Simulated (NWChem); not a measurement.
Species: trimethylarsine (C3H9As); SMILES C[As](C)C

Program: NWChem. Pople sets run with spherical d functions. Geometry: optimised at PBE-D3(BJ)/def2-SVP. LC-ωPBE (HJS hole) with 6-31G*; x = 1 − exp(−ω/0.25 bohr⁻¹) is a scale chosen for this fit.

```
row           x  −ε(HOMO) (eV)
--------  -----  -------------
ω = 0.10  0.330           6.72
ω = 0.15  0.451           7.31
ω = 0.20  0.551           7.80
ω = 0.50  0.865       withheld
ω = 0.80  0.959           9.74
```

Task: Fit a straight line of the last column on the one before it, predict the withheld value, and compare with the run.

Result: 
1. Means of the 4 shown rows: x = 0.5727, y = 7.893. Slope Σ(x − x̄)(y − ȳ)/Σ(x − x̄)² = 1.071/0.2234 = 4.795; intercept 5.146.
2. The shown rows scatter about the line by 0.008 (root mean square); the largest residual is +0.01, at ω = 0.20.
3. At x = 0.865 (ω = 0.50; inside the shown range) the line gives 9.29.
4. The run gives 9.33, +0.04 from the line.
